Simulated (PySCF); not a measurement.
Splitting trees

Mapped SMILES: `[F:1][C:2]([F:3])([F:4])[C:5]([F:6])([F:7])[CH:8]1[CH2:9][CH2:10]1`; H(Xn) means a hydrogen on atom n. Ha(C9), Ha(C10) are cis to C5 on the ring; Hb(C9), Hb(C10) are trans to C5 on the ring.

- NMR shieldings at PBE0/pcSseg-1/GIAO
- couplings computed with B3LYP/pcJ-1 (spin–dipole term only in couplings to heteroatoms)
- structure optimised with PBE0-D3(BJ)/def2-SVP
- run in PySCF 2.14
- non-relativistic, in vacuum, single conformer, fast rotation and ring inversion assumed for equivalent nuclei

Referencing at the same level of theory: ¹³C (σref 184.41) vs TMS; CFCl3 for ¹⁹F (σref 177.25).

Spectrometer: 600 MHz for ¹H. First-order analysis; couplings under 1 Hz (under 4 Hz in carbon signals) are ignored, and nearly equal couplings are merged; the smaller ones broaden or split the lines further.

(1) What pattern does C2 show in the proton-coupled ¹³C spectrum?

(2) What pattern does F1/F3/F4 show (¹⁹F)?

Results:

(1) A quartet of triplets at δ 125.3: 353.1 Hz to F1/F3/F4 (3 × ¹⁹F, 1 bond away), 38.6 Hz to F6/F7 (2 × ¹⁹F, 2 bonds away). Lines in Hz from the centre (relative intensity): +568.2 (1), +529.6 (2), +491.1 (1), +215.2 (3), +176.6 (6), +137.9 (3), -137.9 (3), -176.6 (6), -215.2 (3), -491.1 (1), -529.6 (2), -568.2 (1). The outer lines are 1136.5 Hz apart, the sum of the couplings kept, or 7.533 ppm at this field.

(2) A triplet of doublets at δ -99.3: 5.6 Hz to F6/F7 (2 × ¹⁹F, 3 bonds away), 1.1 Hz to H(C8) (1 × ¹H, 4 bonds away). Lines in Hz from the centre (relative intensity): +6.2 (1), +5.0 (1), +0.6 (2), -0.6 (2), -5.0 (1), -6.2 (1). The outer lines are 12.3 Hz apart, the sum of the couplings kept, or 0.022 ppm at this field.

Unscaled 3J(H,H) at this level run about 10 % above measured values. Only one conformer was computed, so three-bond couplings in flexible chains and rings are approximate.
